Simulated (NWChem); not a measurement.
Everything below was run with NWChem. System: 2,6-lutidine (C7H9N), charge 0, spin multiplicity 1, at a geometry optimised with PBE/def2-SVP. Level: BP86/def2-SVP.

The NWChem input:

```
start mol
memory heap 200 mb stack 900 mb global 1100 mb
geometry units angstroms nocenter noautoz
  C      1.073482     0.214437     2.433394
  C      0.270475     0.053584     1.164904
  C     -1.112790    -0.222064     1.206792
  C     -1.809760    -0.360930     0.000000
  C     -1.112790    -0.222064    -1.206792
  C      0.270475     0.053584    -1.164904
  C      1.073482     0.214437    -2.433394
  N      0.935284     0.185930     0.000000
  H      1.022366    -0.698053     3.063338
  H      0.691370     1.055072     3.049577
  H      2.130109     0.412776     2.176887
  H     -1.630097    -0.325312     2.173275
  H     -2.889916    -0.576383     0.000000
  H     -1.630097    -0.325312    -2.173275
  H      2.130109     0.412776    -2.176887
  H      1.022366    -0.698053    -3.063338
  H      0.691370     1.055072    -3.049577
  symmetry group Cs
end
basis spherical
  * library def2-svp
end
dft
  xc becke88 perdew86
  semidirect memsize 60000000 filesize 0
  iterations 100
end
task dft energy
```

Part of the output:

```
             Northwest Computational Chemistry Package (NWChem) 7.3.0
             --------------------------------------------------------

                                NWChem Input Module
                                -------------------

 Scaling coordinates for geometry "geometry" by  1.889725989
 (inverse scale =  0.529177249)

 Turning off AUTOSYM since
 SYMMETRY directive was detected!

                             Geometry "geometry" -> ""
                             -------------------------

 Output coordinates in angstroms (scale by  1.889725989 to convert to a.u.)

  No.       Tag          Charge          X              Y              Z
 ---- ---------------- ---------- -------------- -------------- --------------
    1 C                    6.0000     1.07348200     0.21443700     2.43339400
    2 C                    6.0000     0.27047500     0.05358400     1.16490400
    3 C                    6.0000    -1.11279000    -0.22206400     1.20679200
    4 C                    6.0000    -1.80976000    -0.36093000     0.00000000
    5 C                    6.0000    -1.11279000    -0.22206400    -1.20679200
    6 C                    6.0000     0.27047500     0.05358400    -1.16490400
    7 C                    6.0000     1.07348200     0.21443700    -2.43339400
    8 N                    7.0000     0.93528400     0.18593000     0.00000000
    9 H                    1.0000     1.02236600    -0.69805300     3.06333800
   10 H                    1.0000     0.69137000     1.05507200     3.04957700
   11 H                    1.0000     2.13010900     0.41277600     2.17688700
   12 H                    1.0000    -1.63009700    -0.32531200     2.17327500
   13 H                    1.0000    -2.88991600    -0.57638300     0.00000000
   14 H                    1.0000    -1.63009700    -0.32531200    -2.17327500
   15 H                    1.0000     2.13010900     0.41277600    -2.17688700
   16 H                    1.0000     1.02236600    -0.69805300    -3.06333800
   17 H                    1.0000     0.69137000     1.05507200    -3.04957700

 Effective nuclear repulsion energy (a.u.)     343.2729364718

            Nuclear Dipole moment (a.u.)
            ----------------------------
        X                 Y               Z
 ---------------- ---------------- ----------------
     0.0000226767    -0.0000056692    -0.0000000000

      Symmetry information
      --------------------

 Group name             Cs
 Group number              2
 Group order               2
 No. of unique centers    10

      Symmetry unique atoms

     1    2    3    4    8    9   10   11   12   13


 Summary of "ao basis" -> "" (spherical)
 ------------------------------------------------------------------------------
       Tag                 Description            Shells   Functions and Types
 ---------------- ------------------------------  ------  ---------------------
 *                          def2-svp                  on all atoms

  perdew86 is a nonlocal functional; adding perdew81 local functional.

                                 NWChem DFT Module
                                 -----------------

 Summary of "ao basis" -> "ao basis" (spherical)
 ------------------------------------------------------------------------------
       Tag                 Description            Shells   Functions and Types
 ---------------- ------------------------------  ------  ---------------------
 C                          def2-svp                 6       14   3s2p1d
[...]
  Resetting Diis
 d= 0,ls=0.0,diis     6   -326.6817141604 -7.84D-04  1.03D-04  2.58D-04     4.5
 d= 0,ls=0.0,diis     7   -326.6817494321 -3.53D-05  4.40D-05  9.16D-06     5.0
 d= 0,ls=0.0,diis     8   -326.6817482716  1.16D-06  2.50D-05  1.93D-05     5.5
 d= 0,ls=0.0,diis     9   -326.6817506323 -2.36D-06  4.35D-06  6.56D-07     6.1
 d= 0,ls=0.0,diis    10   -326.6817506964 -6.41D-08  2.05D-06  9.98D-08     6.6

         Total DFT energy =     -326.681750696425
      One electron energy =    -1119.692720450968
           Coulomb energy =      497.845221134900
    Exchange-Corr. energy =      -48.107187852141
 Nuclear repulsion energy =      343.272936471783

 Numeric. integr. density =       58.000013444446

     Total iterative time =      6.3s

                  Occupations of the irreducible representations
                  ----------------------------------------------

                     irrep           alpha         beta
                     --------     --------     --------
                     a'               17.0         17.0
                     a"               12.0         12.0

                       DFT Final Molecular Orbital Analysis
                       ------------------------------------

 Vector   27  Occ=2.000000D+00  E=-2.561367D-01  Symmetry=a'
              MO Center= -5.0D-01, -1.0D-01, -5.4D-15, r^2= 3.1D+00
   Bfn.  Coefficient  Atom+Function         Bfn.  Coefficient  Atom+Function
  ----- ------------  ---------------      ----- ------------  ---------------
   103      0.353457   8 N  py               47      0.342463   4 C  py
   106     -0.243333   8 N  py               50      0.212979   4 C  py
    33      0.196004   3 C  py               61      0.196004   5 C  py
    36      0.133246   3 C  py               64      0.133246   5 C  py
    19     -0.123784   2 C  py               75     -0.123784   6 C  py

 Vector   28  Occ=2.000000D+00  E=-2.220132D-01  Symmetry=a"
              MO Center= -3.7D-01, -7.2D-02,  4.2D-15, r^2= 3.9D+00
   Bfn.  Coefficient  Atom+Function         Bfn.  Coefficient  Atom+Function
  ----- ------------  ---------------      ----- ------------  ---------------
    33      0.305532   3 C  py               61     -0.305532   5 C  py
    19      0.278716   2 C  py               75     -0.278716   6 C  py
    36      0.217480   3 C  py               64     -0.217480   5 C  py
    22      0.179540   2 C  py               78     -0.179540   6 C  py
   118     -0.101821  10 H  s               153      0.101821  17 H  s

 Vector   29  Occ=2.000000D+00  E=-2.056010D-01  Symmetry=a'
              MO Center=  8.3D-01,  1.7D-01, -3.6D-15, r^2= 2.2D+00
   Bfn.  Coefficient  Atom+Function         Bfn.  Coefficient  Atom+Function
  ----- ------------  ---------------      ----- ------------  ---------------
   102      0.489731   8 N  px              105     -0.350434   8 N  px
   101     -0.210784   8 N  s               100     -0.206365   8 N  s
     3      0.182178   1 C  s                87      0.182178   7 C  s
    32     -0.162602   3 C  px               60     -0.162602   5 C  px
    18      0.154883   2 C  px               74      0.154883   6 C  px

 Vector   30  Occ=0.000000D+00  E=-5.282731D-02  Symmetry=a'
              MO Center= -5.5D-01, -1.1D-01, -1.5D-14, r^2= 3.4D+00
   Bfn.  Coefficient  Atom+Function         Bfn.  Coefficient  Atom+Function
  ----- ------------  ---------------      ----- ------------  ---------------
    50      0.493613   4 C  py               47      0.392871   4 C  py
   106      0.373254   8 N  py              103     -0.353620   8 N  py
    36     -0.246325   3 C  py               64     -0.246325   5 C  py
    19     -0.217434   2 C  py               75     -0.217434   6 C  py
    22     -0.200933   2 C  py               78     -0.200933   6 C  py

 Vector   31  Occ=0.000000D+00  E=-4.847882D-02  Symmetry=a"
              MO Center= -3.2D-01, -6.2D-02,  8.2D-15, r^2= 4.2D+00
   Bfn.  Coefficient  Atom+Function         Bfn.  Coefficient  Atom+Function
  ----- ------------  ---------------      ----- ------------  ---------------
    36     -0.385888   3 C  py               64      0.385888   5 C  py
    22      0.378557   2 C  py               78     -0.378557   6 C  py
    19      0.343541   2 C  py               75     -0.343541   6 C  py
    33     -0.302245   3 C  py               61      0.302245   5 C  py
   114      0.197827   9 H  s               119     -0.198751  10 H  s

 Vector   32  Occ=0.000000D+00  E= 4.566816D-02  Symmetry=a'
              MO Center= -1.6D+00, -3.3D-01, -2.7D-16, r^2= 9.2D+00
   Bfn.  Coefficient  Atom+Function         Bfn.  Coefficient  Atom+Function
  ----- ------------  ---------------      ----- ------------  ---------------
   134      0.985744  13 H  s               129      0.918917  12 H  s
   139      0.918917  14 H  s                45     -0.771294   4 C  s
     3     -0.707782   1 C  s                87     -0.707782   7 C  s
    31     -0.434628   3 C  s                59     -0.434628   5 C  s
   114      0.389018   9 H  s               149      0.389018  16 H  s

 center of mass
 --------------
 x =  -0.02687310 y =  -0.00546360 z =  -0.00000000

 moments of inertia (a.u.)
 ------------------
         981.637006573839         -95.075660026107          -0.000000000000
         -95.075660026107        1439.201646907193           0.000000000000
          -0.000000000000           0.000000000000         518.415305290203

     Multipole analysis of the density
     ---------------------------------

     L   x y z        total         alpha         beta         nuclear
     -   - - -        -----         -----         ----         -------
     0   0 0 0      0.000000    -29.000000    -29.000000     58.000000

     1   1 0 0     -0.563075     -0.281549     -0.281549      0.000023
     1   0 1 0     -0.109873     -0.054934     -0.054934     -0.000006
     1   0 0 1      0.000000      0.000000      0.000000     -0.000000

     2   2 0 0    -35.316386   -162.514433   -162.514433    289.712480
     2   1 1 0      0.368751    -27.588489    -27.588489     55.545730
     2   1 0 1     -0.000000     -0.000000     -0.000000     -0.000000
     2   0 2 0    -37.062039    -29.756957    -29.756957     22.451875
     2   0 1 1     -0.000000     -0.000000     -0.000000      0.000000
     2   0 0 2    -31.169904   -303.250068   -303.250068    575.330233

 Task  times  cpu:        6.6s     wall:        6.6s

 Total times  cpu:        6.6s     wall:        6.6s
```
